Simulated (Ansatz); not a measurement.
Input and output for `[OH][Al]([SH])[CH2]F`.

```yaml
crystal:
  periodic: [false, false, false]
  atoms:
    - {symbol: O, position_ang: [0.014660, 1.795562, -0.652966]}
    - {symbol: Al, position_ang: [0.286248, 0.237227, -0.069229]}
    - {symbol: S, position_ang: [2.285344, -0.544213, 0.363614]}
    - {symbol: C, position_ang: [-1.229762, -0.982754, 0.258825]}
    - {symbol: F, position_ang: [-2.453918, -0.396230, -0.055327]}
    - {symbol: H, position_ang: [0.678395, 2.454719, -0.842091]}
    - {symbol: H, position_ang: [2.907234, 0.590925, 0.002162]}
    - {symbol: H, position_ang: [-1.134218, -1.903047, -0.331200]}
    - {symbol: H, position_ang: [-1.265682, -1.298688, 1.309110]}
basis:
  gaussian: {orbitals: "6-31G*", final_grid: {core_spheres: 8, valence_spheres: 7, degree: 23}}
hamiltonian: {xc: {name: LC-wPBE}}
output: {forces: true}
```

```sh
$ ansatz run in.yaml --threads 4 --pin off --events-out ev --progress --plain --max-ram 10444MiB
```

Shortened log:

```
Functional definition: LC-wPBE
1024 factors; their error is unknown
338 factors; integrals over basis functions are off by at most 1.1e-5 eV
mean field evaluation 1: about -23285.3995 eV, gradient 5.3e1 eV
mean field evaluation 2: about -23285.1655 eV, gradient 5.8e1 eV
mean field evaluation 4: about -23290.5861 eV, gradient 1.4e0 eV
mean field evaluation 8: about -23290.5915 eV, gradient 5.1e-2 eV
mean field evaluation 16: about -23290.5382 eV, gradient 3.7e-5 eV
mean field -23290.53817886 eV, -855.9114911795 hartree, gradient 1.3e-5 eV, S^2 0.000000; 0 other end points of the search recorded, 0 dependent functions left out
reference -23290.53817887 eV, -855.9114911797 hartree; 28, 28 occupied and 63, 63 virtual orbitals, 1024 factors
Total energy: -23290.53817887 eV, -855.9114911797 hartree
Atom 0 at     0.014660     1.795562    -0.652966 Å, force    -0.112521     0.089626    -0.040524 eV/Å
Atom 1 at     0.286248     0.237227    -0.069229 Å, force    -0.096467    -0.433506     0.149148 eV/Å
Atom 2 at     2.285344    -0.544213     0.363614 Å, force    -0.057714     0.217000    -0.082450 eV/Å
Atom 3 at    -1.229762    -0.982754     0.258825 Å, force    -0.028467    -0.003284    -0.001242 eV/Å
Atom 4 at    -2.453918    -0.396230    -0.055327 Å, force     0.023548     0.061925    -0.021084 eV/Å
Atom 5 at     0.678395     2.454719    -0.842091 Å, force     0.157782     0.238880    -0.074811 eV/Å
Atom 6 at     2.907234     0.590925     0.002162 Å, force     0.054003    -0.107959     0.042901 eV/Å
Atom 7 at    -1.134218    -1.903047    -0.331200 Å, force     0.030561    -0.034824     0.004209 eV/Å
Atom 8 at    -1.265682    -1.298688     1.309110 Å, force     0.029274    -0.027859     0.023854 eV/Å
Dipole moment:     0.392814     0.213374    -0.045194 e Å
```

Run time 0.8 s (4 threads of an Intel Xeon on a shared host); peak host memory 0.42 GiB.
